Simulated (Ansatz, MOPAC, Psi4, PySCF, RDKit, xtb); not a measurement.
Dimer: HBr (SMILES Br) (first 2 atoms) with H4OSi (SMILES O[SiH3]); geometry from B3LYP-D3(BJ)/def2-TZVP, rigid monomers moved along the line of their centres of mass till Br1···H5 is 3.80 Å.
(charge 0, multiplicity 1):
```xyz
8

Br    -0.46726    -1.37691    -0.09632
H      0.41335    -0.30808     0.25410
O     -0.89751     0.32118     4.19697
Si     0.70224     0.65758     4.39792
H     -1.14464    -0.26684     3.47576
H      1.48596    -0.53516     4.79954
H      0.78405     1.69651     5.44202
H      1.30448     1.17725     3.13746
```

```
level                                interaction energy (kcal/mol)  minus CCSD(T)/CBS(def2-SVPD, def2-TZVPPD)   cost
-----------------------------------  -----------------------------  -----------------------------------------  -----
UFF                                                          -0.54                                       0.41      -
GFN-FF                                                       -0.66                                       0.29      -
AM1                                                          -0.06                                       0.89      -
PM3                                                          -0.20                                       0.75      -
PM6                                                          -0.23                                       0.72      -
PM7                                                          -0.32                                       0.64      -
GFN1-xTB                                                     -0.72                                       0.23      -
GFN2-xTB                                                     -0.99                                      -0.03      -
HF/STO-3G (no counterpoise)                                   0.02                                       0.97      -
HF/6-31G*                                                    -0.43                                       0.53      -
HF/6-31G* (no counterpoise)                                  -0.52                                       0.43      -
HF/def2-SVPD                                                 -0.46                                       0.49      -
HF/def2-TZVPPD                                               -0.44                                       0.51      -
PBE/def2-TZVPPD                                              -0.81                                       0.14     ×1
PBE-D3(BJ)/def2-TZVPPD                                       -1.29                                      -0.34     ×1
PBE-D4/def2-TZVPPD                                           -1.22                                      -0.26     ×1
BP86/6-31G* (no counterpoise)                                -0.37                                       0.58      -
r2SCAN/def2-TZVPPD                                           -0.81                                       0.14     ×2
r2SCAN-D3(BJ)/def2-TZVPPD                                    -1.09                                      -0.14     ×2
r2SCAN-D4/def2-TZVPPD                                        -1.03                                      -0.08     ×2
B3LYP/3-21G (no counterpoise)                                -0.63                                       0.32      -
B3LYP/6-31G*                                                 -0.44                                       0.52      -
B3LYP/6-31G* (no counterpoise)                               -0.58                                       0.37      -
B3LYP/LANL2DZ (no counterpoise)                              -0.35                                       0.60      -
B3LYP-D4/def2-TZVPPD                                         -0.97                                      -0.02     ×1
PBE0/def2-TZVPPD                                             -0.71                                       0.24     ×1
PBE0-D3(BJ)/def2-TZVPPD                                      -1.23                                      -0.27     ×1
PBE0-D4/def2-TZVPPD                                          -1.13                                      -0.18     ×1
M06-2X/6-31G* (no counterpoise)                              -0.94                                       0.02      -
wB97X-V/def2-TZVPPD                                          -1.00                                      -0.04     ×3
wB97M-V/def2-TZVPPD                                          -0.98                                      -0.03     ×4
MP2/6-31G* (no counterpoise)                                 -0.91                                       0.04      -
MP2/def2-SVPD                                                -0.95                                       0.00      -
MP2/def2-TZVPPD                                              -0.97                                      -0.02      -
MP2/CBS(def2-SVPD, def2-TZVPPD)                              -0.99                                      -0.04      -
SCS-MP2/def2-SVPD                                            -0.83                                       0.13      -
SCS-MP2/def2-TZVPPD                                          -0.84                                       0.12      -
CCSD/def2-SVPD                                               -0.86                                       0.09      -
CCSD(T)/CBS(def2-SVPD, def2-TZVPPD)                          -0.95                                       0.00  ×200*
SAPT0/aug-cc-pVDZ                                            -0.96                                      -0.01      -
```

 The comparison column counts from a level with limits of its own.

The rows run from -1.29 (PBE-D3(BJ)/def2-TZVPPD) to 0.02 kcal/mol (HF/STO-3G (no counterpoise)). From def2-SVPD to def2-TZVPPD MP2 changes by -0.02. The dispersion term adds -0.48 in PBE-D3(BJ), -0.41 in PBE-D4, -0.28 in r2SCAN-D3(BJ). The 5 functionals in def2-TZVPPD without D3 or D4 span 0.28, from wB97X-V to PBE0.

Interaction energies are E(AB) − E(A) − E(B) at the monomers' geometry in the complex; basis-set methods are counterpoise corrected. Rows marked so take none. RDKit's UFF carries no charges.

Cores are frozen in the correlated methods. Filled d and f shells under p-block atoms count as core. CBS(a, b) extrapolates the correlation energy as X⁻³ and adds the Hartree–Fock energy of set b. Rows in 3-21G, 6-31G*, LANL2DZ, STO-3G carry no dispersion term and start afresh at each structure (6-31G* with six Cartesian d functions); the Pople sets are all-electron and without relativity. MP2/6-31G* freezes PySCF's default core, which leaves 3d correlated. LANL2DZ brings its own core potentials from Na on. The state reached by AM1, PM3, PM6, PM7 isn't checked; PM7 holds dispersion and hydrogen-bond terms.

The values were computed with Ansatz (Gaussian basis) for Hartree–Fock, density functionals and correlated methods; MOPAC for AM1, PM3, PM6, PM7 (differences of heats of formation); Psi4 for SAPT; PySCF for 3-21G rows, 6-31G* rows, LANL2DZ rows, STO-3G rows, the dispersion terms; RDKit for the force fields; xtb for the GFN methods. Each number belongs to the level named beside it.

Costs are rough ratios of core time to PBE/def2-TZVPPD (about 5 s over the structures, on one shared machine); a dash marks a level with no comparable run of its own. A star marks coupled-cluster runs past 200 virtual orbitals, where the program's memory plan changes under this machine's limit, so their costs aren't comparable with smaller runs.

Ansatz is an electronic-structure program.
